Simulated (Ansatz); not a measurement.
C2H8BBrGaN (`C[N](C)[GaH][BH]Br`), charge 0, multiplicity 1.

Task: Give a relaxed structure at PBE0-D4/def2-TZVP (Ansatz). (Estimate.)

Result: The calculation gave: 
```xyz
14

C    -0.513    1.763   -0.808
N    -0.261    0.460   -0.250
C    -1.426   -0.387   -0.275
Ga    1.365   -0.049    0.415
B     1.527   -1.985    1.190
Br    3.191   -2.571    1.910
H    -1.306    2.290   -0.257
H    -0.841    1.696   -1.856
H     0.388    2.378   -0.774
H    -1.205   -1.366    0.154
H    -1.789   -0.541   -1.302
H    -2.256    0.054    0.296
H     2.459    1.069    0.315
H     0.666   -2.811    1.242
```
Point group Cs.
This is one stationary point; other conformers may exist.
